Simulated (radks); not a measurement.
Values are calculated unless marked as measured or tabulated.
Task: The erbium ion Er10+ is in [Kr] 4d10 4f9 5s2 5p1. Code: a radial shooting solver on a logarithmic mesh with Libxc functionals. Model: non-relativistic Kohn-Sham, PBE, spin-polarised, spherical densities, point nucleus. Open shells are filled with parallel spins first. One electron is removed from 5s, 5p, 4f, 4d in turn, with full relaxation. Which removal costs least, and what does each cost?

Result: 5p 180.84 eV; 4f 193.85 eV; 5s 201.02 eV; 4d 358.81 eV. The 5p electron leaves first.
